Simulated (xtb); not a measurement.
F₆Ru (SMILES [F][Ru]([F])([F])([F])([F])[F]), triplet, from a rough starting geometry (GFN-xTB shapes and energies of metal compounds can be far from the true ones); GFN2-xTB (xtb).

xtb was given this input:
```
$ xtb mol.xyz --gfn 2 --uhf 2 --opt vtight --json

# file mol.xyz
7

Ru     0.03738754    -0.05665256     0.01045742
F      1.10320406    -0.43577643    -1.40251767
F     -1.15067858     0.48186827     1.37445594
F     -1.14990680     0.82234127    -1.16794890
F     -0.86925575    -1.60273250    -0.15923263
F      0.89583283     1.61252239     0.21354632
F      1.16947462    -0.86075339     1.16399511
```

It wrote (shortened):

```
   ID    Z sym.   atoms
    1   44 Ru     1
    2    9 F      2-7

           -------------------------------------------------
          |                Calculation Setup                |
           -------------------------------------------------

           -------------------------------------------------
          |                 G F N 2 - x T B                 |
           -------------------------------------------------

          ...................................................
          :                      SETUP                      :
          :.................................................:
          :  # basis functions                  34          :
          :  # atomic orbitals                  33          :
          :  # shells                           15          :
          :  # electrons                        50          :
          :  max. iterations                   250          :
          :  Hamiltonian                  GFN2-xTB          :
          :  restarted?                      false          :
          :  GBSA solvation                  false          :
          :  PC potential                    false          :
          :  electronic temp.          300.0000000     K    :
          :  accuracy                    1.0000000          :
          :  -> integral cutoff          0.2500000E+02      :
          :  -> integral neglect         0.1000000E-07      :
          :  -> SCF convergence          0.1000000E-05 Eh   :
          :  -> wf. convergence          0.1000000E-03 e    :
          :  Broyden damping             0.4000000          :
          :  net charge                          0          :
          :  unpaired electrons                  2          :
          ...................................................

 iter      E             dE          RMSdq      gap      omega  full diag
   1    -31.3999005 -0.313999E+02  0.612E+00    0.02       0.0  T
   2    -31.0888474  0.311053E+00  0.929E+00    0.01       1.0  T
   3    -31.5553570 -0.466510E+00  0.309E+00    0.01       1.0  T
   4    -31.5393588  0.159982E-01  0.288E+00    0.03       1.0  T
   5    -31.5636582 -0.242994E-01  0.146E+00    0.02       1.0  T
   6    -31.5747980 -0.111399E-01  0.712E-01    0.02       1.0  T
   7    -31.5783291 -0.353108E-02  0.206E-01    0.01       1.0  T
   8    -31.5784758 -0.146639E-03  0.884E-02    0.02       1.0  T
   9    -31.5785168 -0.410524E-04  0.558E-02    0.02       1.0  T
  10    -31.5785161  0.662726E-06  0.450E-02    0.02       1.0  T
  11    -31.5785232 -0.708001E-05  0.165E-02    0.02       2.3  T
  12    -31.5785240 -0.786924E-06  0.751E-03    0.02       5.0  T
  13    -31.5785241 -0.982833E-07  0.606E-03    0.02       6.2  T
  14    -31.5785242 -0.130841E-06  0.397E-03    0.02       9.5  T
  15    -31.5785244 -0.115519E-06  0.120E-03    0.02      31.4  T
  16    -31.5785244 -0.104330E-07  0.404E-04    0.02      93.5  T
  17    -31.5785244 -0.768395E-09  0.789E-05    0.02     479.1  T

   *** convergence criteria satisfied after 17 iterations ***

 transition dipole moment (au) for excitation:          25          26
     X       Y       Z
  -0.0088   0.0064  -0.0230  total (au/Debye):    0.025   0.065
 dE (eV)             :    0.021
 oscillator strength :  0.47427E-06

         :::::::::::::::::::::::::::::::::::::::::::::::::::::
         ::                     SUMMARY                     ::
         :::::::::::::::::::::::::::::::::::::::::::::::::::::
         :: total energy             -31.566402558043 Eh    ::
         :: gradient norm              0.056183522210 Eh/a0 ::
         :: HOMO-LUMO gap              0.016747197817 eV    ::
         ::.................................................::
         :: SCC energy               -31.578523001264 Eh    ::
         :: -> isotropic ES            0.102115191572 Eh    ::
         :: -> anisotropic ES         -0.000656729567 Eh    ::
         :: -> anisotropic XC         -0.004964921127 Eh    ::
[...]
 * total energy  :   -31.5664026 Eh     change       -0.3550227E-10 Eh
 * total energy  :   -31.5690320 Eh     change       -0.2629449E-02 Eh
 * total energy  :   -31.5700599 Eh     change       -0.1027862E-02 Eh
 * total energy  :   -31.5701036 Eh     change       -0.4372473E-04 Eh
 * total energy  :   -31.5701085 Eh     change       -0.4858100E-05 Eh
 * total energy  :   -31.5701099 Eh     change       -0.1486536E-05 Eh
 * total energy  :   -31.5701101 Eh     change       -0.1794614E-06 Eh
 * total energy  :   -31.5701102 Eh     change       -0.8442241E-07 Eh
   *** GEOMETRY OPTIMIZATION CONVERGED AFTER 8 ITERATIONS ***
         :: total energy             -31.570110201673 Eh    ::
[...]
        15        2.0000           -0.6049551             -16.4617
        16        2.0000           -0.5874483             -15.9853
        17        2.0000           -0.5874150             -15.9844
        18        2.0000           -0.5874022             -15.9840
        19        2.0000           -0.5850121             -15.9190
        20        2.0000           -0.5849962             -15.9186
        21        2.0000           -0.5849547             -15.9174
        22        2.0000           -0.5840759             -15.8935
        23        2.0000           -0.5840445             -15.8927
        24        2.0000           -0.5840327             -15.8923
        25        0.6679           -0.5242874             -14.2666
        26        0.6670           -0.5242834             -14.2665 (HOMO)
        27        0.6651           -0.5242751             -14.2663 (LUMO)
        28                         -0.2983057              -8.1173
        29                         -0.2980784              -8.1111
        30                          0.4590083              12.4903
        31                          0.6501808              17.6923
        32                          0.6503486              17.6969
        33                          0.6504365              17.6993
      -------------------------------------------------------------
                  HL-Gap            0.0000083 Eh            0.0002 eV
             Fermi-level           -0.5388273 Eh          -14.6622 eV

     #   Z          covCN         q      C6AA      α(0)
     1  44 Ru       4.406     0.692   280.198    35.458
     2   9 F        0.734    -0.115    10.404     3.809
     3   9 F        0.734    -0.115    10.404     3.809
     4   9 F        0.734    -0.115    10.403     3.809
     5   9 F        0.734    -0.115    10.402     3.809
     6   9 F        0.734    -0.115    10.402     3.809
     7   9 F        0.734    -0.115    10.403     3.809

 Mol. C6AA /au·bohr⁶  :       1235.715643
 Mol. C8AA /au·bohr⁸  :      59056.011172
 Mol. α(0) /au        :         58.312522

Wiberg/Mayer (AO) data.
largest (>0.10) Wiberg bond orders for each atom

 ---------------------------------------------------------------------------
     #   Z sym  total        # sym  WBO       # sym  WBO       # sym  WBO
 ---------------------------------------------------------------------------
     1  44 Ru   6.280 --     5 F    1.047     6 F    1.047     4 F    1.047
                             7 F    1.047     3 F    1.047     2 F    1.047
     2   9 F    1.381 --     1 Ru   1.047     3 F    0.128
     3   9 F    1.381 --     1 Ru   1.047     2 F    0.128
     4   9 F    1.381 --     1 Ru   1.047     7 F    0.128
     5   9 F    1.381 --     1 Ru   1.047     6 F    0.128
     6   9 F    1.381 --     1 Ru   1.047     5 F    0.128
     7   9 F    1.381 --     1 Ru   1.047     4 F    0.128
 ---------------------------------------------------------------------------

Topologies differ in total number of bonds
Writing topology from bond orders to xtbtopo.mol

molecular dipole:
                 x           y           z       tot (Debye)
 q only:       -0.000       0.000       0.000
   full:       -0.000       0.000       0.000       0.001
molecular quadrupole (traceless):
                xx          xy          yy          xz          yz          zz
 q only:       -0.000       0.002       0.003       0.003      -0.001      -0.003
  q+dip:       -0.001       0.002       0.004       0.003      -0.001      -0.003
   full:       -0.001       0.002       0.004       0.004      -0.001      -0.004

optimized geometry written to: xtbopt.xyz

           -------------------------------------------------
          | TOTAL ENERGY              -31.570110201673 Eh   |
          | GRADIENT NORM               0.000080041682 Eh/α |
          | HOMO-LUMO GAP               0.000225351562 eV   |
           -------------------------------------------------

normal termination of xtb
```
